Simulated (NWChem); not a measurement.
The numbers come from NWChem runs, not from measurements. System: C2HCl2, charge 1, spin multiplicity 3, at the geometry of a parent with another charge or spin, in a state set for the comparison that need not be this species' ground state. Its SCF solution wasn't tested for a lower state. Level: UHF/def2-TZVP.

Part of the output:

```
             Northwest Computational Chemistry Package (NWChem) 7.3.0
             --------------------------------------------------------

                                NWChem Input Module
                                -------------------

 Scaling coordinates for geometry "geometry" by  1.889725989
 (inverse scale =  0.529177249)

 Turning off AUTOSYM since
 SYMMETRY directive was detected!

                             Geometry "geometry" -> ""
                             -------------------------

 Output coordinates in angstroms (scale by  1.889725989 to convert to a.u.)

  No.       Tag          Charge          X              Y              Z
 ---- ---------------- ---------- -------------- -------------- --------------
    1 C                    6.0000     1.58645000     0.82125800     0.00000000
    2 C                    6.0000     0.40905000     0.22981900     0.00000000
    3 Cl                  17.0000    -1.09116300     1.11234000     0.00000000
    4 Cl                  17.0000     0.23051000    -1.51913100     0.00000000
    5 H                    1.0000     2.65810300     0.60897600     0.00000000

 Effective nuclear repulsion energy (a.u.)     177.5649145289

            Nuclear Dipole moment (a.u.)
            ----------------------------
        X                 Y               Z
 ---------------- ---------------- ----------------
     0.0000037795    -0.0000170075     0.0000000000

      Symmetry information
      --------------------

 Group name             Cs
 Group number              2
 Group order               2
 No. of unique centers     5

      Symmetry unique atoms

     1    2    3    4    5


 Summary of "ao basis" -> "" (spherical)
 ------------------------------------------------------------------------------
       Tag                 Description            Shells   Functions and Types
 ---------------- ------------------------------  ------  ---------------------
 *                         def2-tzvp                  on all atoms

 Summary of "ao basis" -> "ao basis" (spherical)
 ------------------------------------------------------------------------------
       Tag                 Description            Shells   Functions and Types
 ---------------- ------------------------------  ------  ---------------------
 C                         def2-tzvp                11       31   5s3p2d1f
 Cl                        def2-tzvp                13       37   5s5p2d1f
 H                         def2-tzvp                 4        6   3s1p
[...]
 Vector   25  Occ=0.000000D+00  E=-7.028257D-02  Symmetry=a'
              MO Center= -3.4D-01, -2.0D-02,  9.1D-16, r^2= 4.0D+00
   Bfn.  Coefficient  Atom+Function         Bfn.  Coefficient  Atom+Function
  ----- ------------  ---------------      ----- ------------  ---------------
    36      1.629757  2 C  s                  5     -1.192401  1 C  s
    35      1.152180  2 C  s                118     -0.532966  4 Cl py
    67     -0.514035  3 Cl s                 80     -0.511463  3 Cl px
    12      0.505773  1 C  px               104     -0.397423  4 Cl s
    81      0.341426  3 Cl py                 4     -0.330546  1 C  s

 center of mass
 --------------
 x =  -0.06908708 y =  -0.01987039 z =   0.00000000

 moments of inertia (a.u.)
 ------------------
         475.156102898973         129.739832795957           0.000000000000
         129.739832795957         295.315960825266           0.000000000000
           0.000000000000           0.000000000000         770.472063724239

  Mulliken analysis of the total density
  --------------------------------------

    Atom       Charge   Shell Charges
 -----------   ------   -------------------------------------------------------
    1 C    6     5.88   0.86  1.12  0.55  0.64  0.12  1.15  1.19  0.19  0.02  0.04  0.01
    2 C    6     5.81   0.86  1.12  0.52  0.63  0.02  1.08  1.29  0.04  0.03  0.22  0.01
    3 Cl  17    16.79   2.01  0.45  1.51  1.13  0.83  4.18  1.69  1.05  2.75  1.11  0.02  0.05  0.01
    4 Cl  17    16.81   2.01  0.45  1.51  1.13  0.83  4.18  1.69  1.05  2.76  1.14  0.02  0.05  0.01
    5 H    1     0.71   0.24  0.41  0.04  0.02

  Mulliken analysis of the alpha density
  --------------------------------------

    Atom       Charge   Shell Charges
 -----------   ------   -------------------------------------------------------
    1 C    6     3.77   0.43  0.56  0.31  0.38  0.07  0.87  0.95  0.17  0.01  0.02  0.00
    2 C    6     2.95   0.43  0.56  0.26  0.31  0.00  0.56  0.66  0.01  0.02  0.13  0.01
    3 Cl  17     8.46   1.01  0.22  0.76  0.57  0.41  2.09  0.84  0.54  1.42  0.56  0.01  0.02  0.00
    4 Cl  17     8.50   1.01  0.22  0.76  0.57  0.41  2.09  0.84  0.55  1.44  0.57  0.01  0.02  0.00
    5 H    1     0.32   0.11  0.19  0.01  0.02

   Mulliken analysis of the beta density
   -------------------------------------

    Atom       Charge   Shell Charges
 -----------   ------   -------------------------------------------------------
    1 C    6     2.11   0.43  0.56  0.24  0.27  0.05  0.27  0.24  0.02  0.01  0.02  0.00
    2 C    6     2.87   0.43  0.56  0.26  0.32  0.01  0.51  0.62  0.03  0.01  0.09  0.01
    3 Cl  17     8.33   1.01  0.22  0.76  0.56  0.41  2.09  0.85  0.50  1.33  0.55  0.01  0.02  0.00
    4 Cl  17     8.31   1.01  0.22  0.76  0.56  0.41  2.09  0.85  0.50  1.32  0.56  0.01  0.02  0.00
    5 H    1     0.39   0.13  0.23  0.02  0.01

   Mulliken analysis of the spin density
   -------------------------------------

    Atom       Charge   Shell Charges
 -----------   ------   -------------------------------------------------------
    1 C    6     1.67   0.00 -0.00  0.07  0.11  0.02  0.60  0.72  0.14 -0.00  0.00 -0.00
    2 C    6     0.08  -0.00  0.00 -0.01 -0.01 -0.01  0.05  0.04 -0.03  0.01  0.04  0.00
    3 Cl  17     0.14   0.00  0.00 -0.00  0.01 -0.00  0.01 -0.00  0.04  0.09  0.00 -0.00 -0.00 -0.00
    4 Cl  17     0.18   0.00  0.00 -0.00  0.01  0.00  0.01 -0.01  0.05  0.12  0.01 -0.00 -0.00 -0.00
    5 H    1    -0.06  -0.02 -0.04 -0.01  0.01

       Multipole analysis of the density wrt the origin
       ------------------------------------------------

     L   x y z        total         alpha         beta         nuclear
     -   - - -        -----         -----         ----         -------
     0   0 0 0      1.000000    -24.000000    -22.000000     47.000000

     1   1 0 0      1.403475     -1.482379      2.885850      0.000004
     1   0 1 0      0.493122     -1.111126      1.604265     -0.000017
     1   0 0 1      0.000000      0.000000     -0.000000      0.000000

     2   2 0 0    -15.522675    -94.180802    -79.591806    158.249933
     2   1 1 0      0.582847     26.234199     33.580290    -59.231641
     2   1 0 1     -0.000000     -0.000000      0.000000      0.000000
     2   0 2 0    -20.381987   -131.245639   -121.257486    232.121138
     2   0 1 1     -0.000000     -0.000000      0.000000      0.000000
     2   0 0 2    -24.984908    -13.752984    -11.231924      0.000000

 Task  times  cpu:        8.2s     wall:        8.2s

 Total times  cpu:        8.2s     wall:        8.2s
```

Task: Write an NWChem input that would produce this output.

Result: This is not unique; one that fits is 
```
start mol
memory heap 200 mb stack 900 mb global 1100 mb
charge 1
geometry units angstroms nocenter noautoz
  C      1.586450     0.821258     0.000000
  C      0.409050     0.229819     0.000000
  Cl    -1.091163     1.112340     0.000000
  Cl     0.230510    -1.519131     0.000000
  H      2.658103     0.608976     0.000000
  symmetry group Cs
end
basis spherical
  * library def2-tzvp
end
scf
  uhf
  nopen 2
  maxiter 100
  thresh 1e-7
  semidirect memsize 60000000 filesize 0
  # guess.movecs holds the orbitals of an unrestricted PBE0 run
  vectors input guess.movecs output mol.movecs
end
task scf energy
```
